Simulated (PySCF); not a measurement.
TlTe from Hartree–Fock to correlated methods

State: ²Π (doublet), unpaired electrons π ↑. Set-up: Tl def2-SVP with ECP60, Te def2-SVP with ECP28; scalar-relativistic core potentials (PySCF 2.14). De refers to Tl + Te in their high-spin ground configurations, without counterpoise correction. The functionals are run spin-unrestricted. A positive dipole means Tl(−)Te(+).

| Level | Re (Å) | ωe (cm⁻¹) | De (eV) | μ (D) |
| --- | --- | --- | --- | --- |
| UHF | 2.974 | 131 | 1.45 | -4.47 |
| UHF-MP2 | 2.930 | 141 | 2.23 | n/a |
| UHF-SCS-MP2 | 2.947 | 138 | 2.15 | n/a |
| UHF-CCSD | 2.947 | 137 | 2.12 | n/a |
| UHF-CCSD(T) | 2.948 | 137 | 2.20 | n/a |
| PBE | 2.948 | 133 | 2.72 | -3.23 |
| r²SCAN | 2.929 | 138 | 2.60 | -3.49 |
| PBE0 | 2.924 | 138 | 2.58 | -3.57 |
| r²SCAN0 | 2.913 | 140 | 2.49 | -3.65 |
| M06 | 2.950 | 136 | 2.81 | -3.49 |
| M06-2X | 2.956 | 134 | 2.22 | -4.42 |

Problem. Which functional lies closest to UHF-CCSD(T) in De, which farthest, and by how much do they differ from it?

Solution. Closest is M06-2X (+0.8 pm in Re, -2.2 % in ωe, +0.02 eV in De against UHF-CCSD(T) in the same basis), farthest M06 (+0.2 pm in Re, -0.7 % in ωe, +0.61 eV in De). CCSD(T) converges more slowly with the basis than the functionals do and binds too weakly in this one, so the order can change at the basis-set limit.

Problem. What does a quarter of exact exchange do here, going from PBE to PBE0?

Solution. PBE0 less PBE: -2.4 pm in Re, +3.8 % in ωe, -0.14 eV in De. Exact exchange removes part of the self-interaction that spreads semilocal densities, and in most molecules shortens and stiffens the bond and lowers De; so it does here.

Problem. What does a quarter of exact exchange do here, going from r²SCAN to r²SCAN0?

Solution. r²SCAN0 less r²SCAN: -1.6 pm in Re, +1.4 % in ωe, -0.11 eV in De. Exact exchange removes part of the self-interaction that spreads semilocal densities, and in most molecules shortens and stiffens the bond and lowers De; so it does here.

Correlated steps freeze 8 core orbitals. Correlated levels converge slowly with the basis: in double zeta they bind strong bonds too weakly, by up to about 1 eV, and carry superposition errors of some tenths. Spin–orbit coupling is left out, which matters for elements this heavy, above all for dissociation energies. The state is the lowest determinant that a PBE0 search found; another state may lie lower at other levels.
